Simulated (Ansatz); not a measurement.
CH5BrGe (`[GeH3][CH2]Br`) at its PBE0-D4/def2-TZVP geometry, where that method's forces vanish. The species carries charge 0 and has multiplicity 1.

```xyz
8

Ge    0.3520   -0.1477    0.9097
C    -0.2392   -0.0184   -0.9576
Br   -1.4401    1.4892   -1.1920
H    -0.8751   -0.3382    1.8099
H     1.0968    1.1385    1.2879
H     1.2945   -1.3585    1.0446
H     0.5979    0.1407   -1.6341
H    -0.7868   -0.9056   -1.2684
```

Question: What forces (eV/Å) does B3LYP-D4/def2-TZVPP give on these atoms in Ansatz 0.2.0? (An estimate is asked.)

Answer: Ansatz gave: 
```
Ge1  0.077 -0.041  0.174
C2   0.185 -0.308 -0.181
Br3 -0.271  0.331 -0.080
H4   0.002  0.001  0.003
H5  -0.001 -0.001  0.004
H6   0.006 -0.006  0.006
H7  -0.059 -0.034  0.053
H8   0.061  0.057  0.021
```

B3LYP here is the variant with VWN-RPA as its local correlation; programs differ in this.
